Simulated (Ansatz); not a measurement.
Saddle point of AlNH₄SF₂, closed shell (AlHSF₂ ([F][Al]([F])[SH]) + NH₃ → AlNH₂F₂ ([NH2][Al]([F])[F]) + H₂S (still joined by a long Al–S bond); bonds formed: S2–H5; dative contacts that become bonds: Al1–N6; bonds broken: H5–N6; bonds weakened to dative contacts: Al1–S2), PBE0-D4/def2-TZVP structure:

```
9
angstrom
Al -0.7999 0.3646 -0.3840
S 1.5371 0.9810 -0.7186
F -1.2144 -0.5130 -1.7213
F -1.6090 1.7478 0.0057
H 1.1777 0.0671 0.3771
N -0.1892 -0.6309 1.0366
H 1.7186 -0.0380 -1.5771
H -0.2288 -1.6406 0.9985
H -0.3921 -0.3378 1.9831
```

Energies are electronic, without zero-point energy. Barriers and step energies count from the start structure reached by relaxing down the imaginary mode; all methods use the PBE0-D4 structures, on which another method's saddle can fall below an end. Program: Ansatz 0.2.0. Basis: def2-TZVPP, with def2-QZVPP for the basis limit. Cores are frozen in the correlated methods. B3LYP uses VWN-RPA correlation. Extrapolation: Hartree–Fock as exp(−7.88 √X), correlation as X^−2.97.

```
      method  barrier (eV)  step energy (eV)
       SPW92             ?             1.183
      PBE-D4         1.208             1.154
     BLYP-D4         1.236             1.071
   r2SCAN-D4         1.327             1.195
      B97M-V             ?             1.225
     PBE0-D4         1.379             1.218
    B3LYP-D4         1.376             1.131
  r2SCAN0-D4         1.446             1.236
    BHLYP-D4         1.571             1.197
CAM-B3LYP-D4         1.440             1.144
     wB97X-V             ?             1.180
     wB97M-V         1.464             1.173
      B2PLYP         1.433             1.158
    PBE-QIDH         1.484             1.245
  RPA on PBE         1.432             1.117
          HF         1.898             1.250
         MP2         1.443             1.193
        CCSD         1.556             1.185
     CCSD(T)         1.483             1.181
```

Task: Fill in the withheld barriers. (An estimate is asked for; the value comes from the calculation.)

Result: Computed: wB97X-V 1.481; B97M-V 1.446; SPW92 1.102 eV. Each is the energy of the saddle less that of the start structure, by the same method.

For comparison, the barrier by CCSD(T) at an estimated basis limit (MP2 extrapolated from triple and quadruple zeta, plus CCSD(T) − MP2 in triple zeta) is 1.494 eV.

The T1 diagnostic stays at or below 0.012.

Labels in which every atom is bracketed show which atoms are joined, not bond orders.

For scale, one of the runs: CCSD(T)/def2-TZVPP, 233 basis functions, launched by `ansatz run in.yaml --threads 4 --pin off --events-out ev --progress --plain --max-ram 9574MiB`. Time: 32 s of wall clock on 4 CPU threads of an Intel Xeon 6975P-C; the host was shared. Peak host memory: 4.4 GiB.
